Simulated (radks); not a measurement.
Problem. These are the eigenvalues of the occupied orbitals of an atom or ion with whole-number occupations (eV). All-electron calculation, scalar-relativistic Kohn-Sham, SCAN, spin-unpolarised, spherical densities, finite nucleus; meta-GGA in the generalised Kohn-Sham scheme; Fermi nuclear charge, rms radius of each element as measured or else 0.836 A^(1/3) + 0.57 fm. Program: a radial shooting solver on a logarithmic mesh with Libxc functionals.

| orbital | eigenvalue |
|---|---|
| 1s | -15125.11 |
| 2s | -2077.785 |
| 2p | -1845.372 |
| 3s | -357.6762 |
| 3p | -282.1771 |
| 3d | -158.0233 |
| 4s | -79.5391 |
| 4p | -60.8821 |

Which element is it, and in what charge state? The configuration may be excited.

Solution. Z = 37, rubidium, charge +4: Rb4+ in [Ar] 3d10 4s2 4p3. The list shows which subshells hold electrons but not how many an open one holds; the 1s level, -555.84 hartree, gives Z - s = 33.3 by -(Z - s)^2/2, which with screening and relativity narrows Z to a few neighbours, and the depths of the outer levels then fix element, charge and occupations together.
